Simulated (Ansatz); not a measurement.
A nudged elastic band was laid between two geometries of Al2H6SSi (10 atoms, charge 0, multiplicity 1).

Computed with RKS PBE0-D4/def2-SVP (Ansatz).

```json
{
 "movable images": "2",
 "climbing image": "no",
 "spring": "5.0 eV/Å²",
 "optimiser": "quadratic models (default)",
 "start path": "IDPP",
 "force threshold": "0.03 eV/Å",
 "iteration limit": "60",
 "end points": "relaxed"
}
```

Image 0:

```xyz
10
Properties=species:S:1:pos:R:3
Al -0.991 1.099 -0.950
S 1.141 1.810 -1.079
Al 1.859 -0.018 -0.184
Si -0.061 -1.038 0.967
H -1.348 -0.151 -1.867
H -2.064 2.127 -0.400
H 3.360 -0.515 -0.168
H -0.650 -2.326 0.497
H -1.174 0.002 0.724
H 0.012 -1.040 2.463
```

Image 3:

```xyz
10
Properties=species:S:1:pos:R:3
Al -0.805 1.540 -0.233
S 1.017 1.515 -1.552
Al 1.757 -0.264 -0.581
Si -0.169 -1.298 0.548
H -0.526 1.823 1.308
H -2.204 1.792 -0.934
H 3.223 -0.843 -0.699
H -0.634 -2.598 -0.031
H -1.323 -0.360 0.139
H -0.252 -1.358 2.037
```

**Question.** What changes between the two ends?

**Answer.** No bond is made or broken. The dihedral H5–Al1–S2–Al3 goes from -66 to 67°. The two ends are copies of one structure, up to a mirror image or an exchange of like atoms.

**Question.** What energy profile does the band end with?

**Answer.** The run converged. The highest image is number 1 of 0 to 3, 1.9 kcal/mol above the ends, which have the same energy within 2 meV. No image climbed, so the highest image needn't sit at the top of the path. So few images can step over the top or miss a turn of the path.

```json
{"image": "0", "path coordinate (Å)": "0.00", "energy (kcal/mol)": "0.0", "dihedral H5–Al1–S2–Al3 (°)": "-66"}
{"image": "1", "path coordinate (Å)": "2.65", "energy (kcal/mol)": "1.9", "dihedral H5–Al1–S2–Al3 (°)": "-11"}
{"image": "2", "path coordinate (Å)": "5.30", "energy (kcal/mol)": "1.9", "dihedral H5–Al1–S2–Al3 (°)": "11"}
{"image": "3", "path coordinate (Å)": "7.94", "energy (kcal/mol)": "0.0", "dihedral H5–Al1–S2–Al3 (°)": "67"}
```

**Question.** What is the geometry of the highest image?

**Answer.** 
```xyz
10
Properties=species:S:1:pos:R:3:forces:R:3
Al -1.213 1.679 -1.245 0.00 0.00 0.00
S 0.895 2.084 -0.812 0.00 -0.01 0.00
Al 1.600 0.199 0.072 -0.02 0.02 0.00
Si 0.097 -1.498 1.016 0.00 0.00 0.01
H -1.759 0.194 -1.145 0.00 0.00 -0.01
H -2.098 2.912 -1.696 0.01 -0.01 0.00
H 3.180 0.046 0.112 0.00 0.00 0.01
H -0.006 -2.677 0.097 -0.01 0.00 -0.01
H -1.286 -0.999 1.292 0.01 0.01 0.02
H 0.672 -1.991 2.311 0.01 -0.02 -0.01
```

Time of the run: 50 s on 2 threads of Intel(R) Xeon(R) Platinum 8488C (Sapphire Rapids) (shared host), peak memory 0.24 GiB.
